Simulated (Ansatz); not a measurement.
Calculation: Ansatz (a first-principles code) with PBE-D3(BJ)/def2-TZVP // B3LYP-D3(BJ)/def2-SVP. Isolated molecules, 0 K electronic values unless said otherwise. One relaxed conformer stands for a flexible species; it need not be the lowest.  In the def2 sets, heavy atoms carry core potentials.

Reference species (SMILES): `[CH3][Sb]([OH])[OH]` (O–Sb–O–H torsion -90°, O–Sb–O–H torsion -51°) (neutral, multiplicity 1).

```json
{
  "LUMO": "-1.49 eV",
  "HOMO": "-6.21 eV",
  "HOMO–LUMO gap": "4.72 eV"
}
```

After one change: the LUMO drops by 0.08 eV; the HOMO rises by 0.44 eV; the HOMO–LUMO gap falls by 0.52 eV.

Name the change that produced these shifts. The new species is one of these.
(A) `CCC[CH2][Sb]([OH])[OH]`
(B) `C=C[CH2][Sb]([OH])[OH]`
(C) `[OH][Sb]([OH])[CH]1CCCC1`
(D) `[OH][Sb]([OH])[C](F)(F)F` (H–O–Sb–O torsion 53°, O–Sb–O–H torsion 98°)

C, `[OH][Sb]([OH])[CH]1CCCC1`
